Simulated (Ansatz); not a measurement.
Cost and result for the atomization energy of C$_{2}$H$_{6}$SeSi (`C=C([SiH3])[SeH]`) (10 atoms, 9 bonds).

Z-matrix (Å, degrees):
```
Si
C 1 1.863
H 1 1.487 2 109.4
H 1 1.486 2 110.2 3 -118.8
H 1 1.486 2 109.1 3 120.2
Se 2 1.908 1 117.4 3 56.8
C 2 1.332 1 122.7 3 -127.1
H 6 1.469 2 95.4 1 -22.5
H 7 1.085 2 120.4 1 0.5
H 7 1.087 2 123.1 1 -179.3
```

Charge 0, multiplicity 1. Correlated methods include outer-core shells of Se, which these sets cover unevenly. Scalar relativity is left out up to krypton. Geometry: relaxed with PBE0-D4/def2-TZVP. It is one conformer, not always the lowest. Program: Ansatz. All runs use 4 threads of an Arm Neoverse V1 on a shared host. Times are those of one run each, without the atoms' runs, and a repeat can differ threefold. Electronic energies, without spin–orbit coupling; frozen cores. CCSD(T)/CBS adds CCSD(T) − MP2 in def2-TZVPP to the MP2 limit, and its time is that of the two runs behind it. T1 = 0.011. With those shells the extrapolation isn't a true limit. B3LYP takes the VWN-RPA correlation (the form of Gaussian; ORCA's B3LYP/G).

CCSD(T)/CBS is a level of theory with its own doubt, some kJ/mol a heavy atom from the limit and from the frozen cores, so smaller differences don't rank the functionals.

```csv
level,functions,wall time,atomization (kcal/mol),difference from CCSD(T)/CBS,per bond
PBE-D4/def2-TZVPP (with forces),236,2.8 s,827.5,9.7,1.1
PBE0-D4/def2-TZVPP,236,6 s,816.1,-1.7,-0.2
r2SCAN-D4/def2-TZVPP (with forces),236,6.5 s,818.2,0.4,0.1
B3LYP-D4/def2-TZVPP (with forces),236,6.5 s,816.8,-1.0,-0.1
B2PLYP/def2-TZVPP,236,7 s,806.2,-11.6,-1.3
ωB97X-V/def2-TZVPP,236,11 s,818.2,0.4,0.1
ωB97M-V/def2-TZVPP (with forces),236,15 s,815.5,-2.3,-0.3
MP2/def2-QZVPP,453,36 s,814.9,-2.9,-0.3
CCSD(T)/def2-TZVPP,236,2.8 min,797.1,-20.7,-2.3
CCSD(T)/CBS(def2),–,3.4 min,817.8,0.0,0.0
```

In def2-TZVPP, CCSD(T) changes the Hartree–Fock value by +199.8 kcal/mol (the triples alone add +12.6 kcal/mol) and MP2 by +205.4 kcal/mol; breaking electron pairs costs correlation energy, which Hartree–Fock lacks. From PBE to PBE0 (25 % exact exchange), in def2-TZVPP and without D4, the atomization energy moves by −10.5 kcal/mol: exact exchange takes away binding that semilocal exchange gives to molecules. The D4 term adds +9.5 kcal/mol with B3LYP and +4.9 kcal/mol with PBE0; it sums over pairs of atoms, weighted by their polarisabilities, and B3LYP, whose exchange is more repulsive, gets the larger term.
